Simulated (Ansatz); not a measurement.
## How methods differ on SnCl2 (SMILES [Cl][Sn][Cl])

The species is SnCl2 (3 atoms), meant as a singlet with charge 0. As SMILES, `[Cl][Sn][Cl]`. Geometry: relaxed at PBE0-D4/def2-TZVP.

```xyz
3

Cl    1.1542    1.2207    0.7560
Sn   -0.7969    0.5189   -0.3766
Cl   -0.3682   -1.8045   -0.3926
```

Each level gives the electronic atomisation energy (eV). The values are calculated. Electronic energies at fixed atoms, without zero-point motion or spin-orbit coupling.

| level | kind | program | value (eV) | CPU time (all runs) |
| --- | --- | --- | --- | --- |
| HF/def2-SVP (core potential) | Hartree–Fock | Ansatz | 5.30 | 1.6 s |
| SVWN5/def2-SVP (core potential) | LDA | Ansatz | 9.42 | 4.6 s |
| BHLYP/def2-SVP (core potential) | global hybrid | Ansatz | 7.32 | 7.2 s |
| r2SCAN0/def2-SVP (core potential) | hybrid meta-GGA | Ansatz | 7.73 | 16 s |
| CAM-B3LYP/def2-SVP (core potential) | range-separated hybrid | Ansatz | 7.66 | 7.8 s |
| HSE06/def2-SVP (core potential) | range-separated hybrid | Ansatz | 7.89 | 9.9 s |
| PBE-QIDH/def2-SVP (core potential) | double hybrid | Ansatz | 7.57 | 9.5 s |
| RPA@PBE/def2-SVP (core potential) | RPA | Ansatz | 6.10 | 10 s |

The values span 5.30 to 9.42 eV. Times are those of the runs behind each value, whatever else they computed, on shared processors of several kinds: orders of magnitude only.
